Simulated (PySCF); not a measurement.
**Relaxation of sextet CoO₂**

Level of theory: UPBE0 in PySCF with Co def2-TZVP, O def2-TZVP; no relativity; density-fitted integrals. A (50,194) grid was used.

A hand-made side-on start, of C2v symmetry, held to at least that symmetry:

Coordinates in bohr (charge 0 multiplicity 6):
```
Co    0.0000    0.0000   -1.0843
O     1.3228    0.0000    1.9976
O    -1.3228    0.0000    1.9976
```

Problem. What forces act on the atoms at the start (eV/Å)?

Solution. 
```json
{"atom": "Co1", "Fx": "0.00", "Fy": "0.00", "Fz": "-4.99"}
{"atom": "O2", "Fx": "-1.80", "Fy": "0.00", "Fz": "2.50"}
{"atom": "O3", "Fx": "1.80", "Fy": "0.00", "Fz": "2.50"}
```

Problem. What does it relax to?

Solution. It ends at C2v with Co–O 1.987 Å (×2), O–O 1.300 Å; Co–O–O 70.9° (×2), O–Co–O 38.2°. A frequency run shows a minimum.

Problem. How much energy is released, and in how many steps?

Solution. 62.2 kJ/mol in 5 steps.

With open d or f shells other occupations or spin states may lie lower. At this level a broken-symmetry Ms = 3/2 minimum of C∞v symmetry lies 84 kJ/mol below this structure.

The relaxation took 9 s on 4 threads of a shared Arm Neoverse V1 host, with 107 basis functions and 6 gradients; the process peaked at 0.54 GiB.
